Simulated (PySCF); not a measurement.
C₃H₄BrF, SMILES C/C(F)=C\Br. Atoms are numbered in the order given.

```xyz
9

C     -1.3744    -1.6821     0.0000
C      0.0929    -1.4446     0.0000
F      0.8086    -2.5877     0.0000
C      0.7793    -0.2977     0.0000
Br    -0.0253     1.4117     0.0000
H     -1.6587    -2.2706     0.8880
H     -1.9301    -0.7372     0.0000
H     -1.6587    -2.2706    -0.8880
H      1.8692    -0.2934     0.0000
```

The structure is a stationary point at B3LYP-D3(BJ)/def2-SVP.

These are B3LYP-D3(BJ)/def2-SVP run with PySCF values and carry that method's errors.

Frequencies are harmonic and unscaled.

```json
[
 {"mode": "1", "ν (cm⁻¹)": "144", "IR (km/mol)": "0.2", "moving atoms (share of kinetic energy)": "H 94 %"},
 {"mode": "2", "ν (cm⁻¹)": "195", "IR (km/mol)": "1.2", "moving atoms (share of kinetic energy)": "C 60 %, Br 21 %, H 18 %"},
 {"mode": "3", "ν (cm⁻¹)": "234", "IR (km/mol)": "0.7", "moving atoms (share of kinetic energy)": "C 58 %, F 25 %, H 13 %"},
 {"mode": "4", "ν (cm⁻¹)": "364", "IR (km/mol)": "2.4", "moving atoms (share of kinetic energy)": "F 53 %, Br 24 %, C 21 %"},
 {"mode": "5", "ν (cm⁻¹)": "441", "IR (km/mol)": "2.9", "moving atoms (share of kinetic energy)": "C 39 %, F 33 %, H 26 %"},
 {"mode": "6", "ν (cm⁻¹)": "465", "IR (km/mol)": "2.7", "moving atoms (share of kinetic energy)": "C 58 %, H 38 %"},
 {"mode": "7", "ν (cm⁻¹)": "746", "IR (km/mol)": "17.3", "moving atoms (share of kinetic energy)": "C 80 %, H 13 %"},
 {"mode": "8", "ν (cm⁻¹)": "804", "IR (km/mol)": "43.6", "moving atoms (share of kinetic energy)": "H 71 %, C 28 %"},
 {"mode": "9", "ν (cm⁻¹)": "904", "IR (km/mol)": "50.8", "moving atoms (share of kinetic energy)": "C 52 %, H 24 %, F 22 %"},
 {"mode": "10", "ν (cm⁻¹)": "1016", "IR (km/mol)": "8.9", "moving atoms (share of kinetic energy)": "H 62 %, C 32 %"},
 {"mode": "11", "ν (cm⁻¹)": "1053", "IR (km/mol)": "1.0", "moving atoms (share of kinetic energy)": "H 63 %, C 37 %"},
 {"mode": "12", "ν (cm⁻¹)": "1171", "IR (km/mol)": "120.0", "moving atoms (share of kinetic energy)": "H 59 %, C 31 %, F 10 %"},
 {"mode": "13", "ν (cm⁻¹)": "1305", "IR (km/mol)": "23.3", "moving atoms (share of kinetic energy)": "C 50 %, H 44 %"},
 {"mode": "14", "ν (cm⁻¹)": "1408", "IR (km/mol)": "28.7", "moving atoms (share of kinetic energy)": "H 61 %, C 38 %"},
 {"mode": "15", "ν (cm⁻¹)": "1444", "IR (km/mol)": "4.9", "moving atoms (share of kinetic energy)": "H 95 %"},
 {"mode": "16", "ν (cm⁻¹)": "1448", "IR (km/mol)": "7.3", "moving atoms (share of kinetic energy)": "H 96 %"},
 {"mode": "17", "ν (cm⁻¹)": "1738", "IR (km/mol)": "51.2", "moving atoms (share of kinetic energy)": "C 95 %"},
 {"mode": "18", "ν (cm⁻¹)": "3036", "IR (km/mol)": "10.5", "moving atoms (share of kinetic energy)": "H 97 %"},
 {"mode": "19", "ν (cm⁻¹)": "3103", "IR (km/mol)": "5.6", "moving atoms (share of kinetic energy)": "H 91 %, C 9 %"},
 {"mode": "20", "ν (cm⁻¹)": "3170", "IR (km/mol)": "1.5", "moving atoms (share of kinetic energy)": "H 91 %, C 9 %"},
 {"mode": "21", "ν (cm⁻¹)": "3232", "IR (km/mol)": "10.5", "moving atoms (share of kinetic energy)": "H 91 %, C 9 %"}
]
```
